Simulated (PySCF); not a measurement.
# Electronic structure of Al (aluminium, neutral) at the MN15 level

Configuration: [Ne] 3s2 3p1, 2P determinant. Calculation: PySCF 2.14, in cc-pVDZ-DK (4s3p1d, 18 functions); the spin-free X2C one-electron Hamiltonian (Gaussian nucleus).

| Item | Value |
| --- | --- |
| Total energy | -242.7554 hartree |
| One-electron energy | -337.2240 hartree |
| Hartree (Coulomb) energy | 113.0358 hartree |
| Exchange-correlation energy | -18.5671 hartree |
| ⟨S²⟩ | 0.7514 |
| ⟨L²⟩ | 2.007 |
| Sum of ⟨r⟩ | 13.55 bohr |
| Sum of ⟨r²⟩ | 32.10 bohr² |
| Traceless quadrupole moment −½Σ⟨3z² − r²⟩ along its main axis | -4.93 e·bohr² |
| Langevin diamagnetic susceptibility | -25.4 ×10⁻⁶ cm³/mol |
| Time after the integrals | 0.29 s of wall time on 1 thread of Neoverse-N1 (shared host) |

```
shell  electrons  mean orbital energy (hartree)  spread (hartree)  rms radius, mean of both spins (bohr)
 1s α          1                      -55.47690                 0                                  0.139
 1s β          1                      -55.47518                 0                                  0.139
 2s α          1                       -4.08293                 0                                  0.687
 2s β          1                       -4.08111                 0                                  0.687
 2p α          3                       -2.74951           0.00340                                  0.679
 2p β          3                       -2.74628           0.00992                                  0.679
 3s α          1                       -0.33597                 0                                   2.75
 3s β          1                       -0.31086                 0                                   2.75
 3p α          1                       -0.13021                 0                                   3.63
```

Densities and radii are taken from the X2C orbitals without a picture-change correction, which distorts them close to the nucleus.
